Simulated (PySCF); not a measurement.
Species: C6H7ClO2.
InChI=1S/C6H7ClO2/c7-3-4-1-5(8)2-6(4)9/h4H,1-3H2/t4-/m0/s1

The closed-shell ground state was solved at several levels (PySCF, density fitting, gas phase, non-relativistic). Geometry: GFN2-xTB, one conformer, isolated molecule.

```csv
level,basis functions,total energy (Eh),HOMO (eV),LUMO (eV),gap (eV),dipole (D)
CAM-B3LYP/def2-SVPD,249,-842.9365,-9.02,-0.58,8.44,0.48
PBE0/pcSseg-1,195,-842.8537,-7.47,-1.60,5.87,0.50
```

**Question.** What might PBE0/def2-SVPD (249 basis functions) give for the same quantities?

**Answer.** Total energy -842.5229 Eh, HOMO -7.56 eV, LUMO -1.74 eV, gap 5.82 eV, dipole 0.47 D.

**Question.** Over all these levels, which gives the widest orbital gap and which the narrowest?

**Answer.** CAM-B3LYP/def2-SVPD (range-separated hybrid) has the widest, 8.44 eV, and PBE0/def2-SVPD (global hybrid, 25 % exact exchange) the narrowest, 5.82 eV. The two share the basis. From the narrowest to the widest the HOMO moves by -1.46 eV and the LUMO by +1.16 eV.

**Question.** How far do the dipole and the HOMO energy spread over the levels?

**Answer.** The dipole runs from 0.47 to 0.50 D (mean 0.48 D) and the HOMO from -9.02 to -7.47 eV.
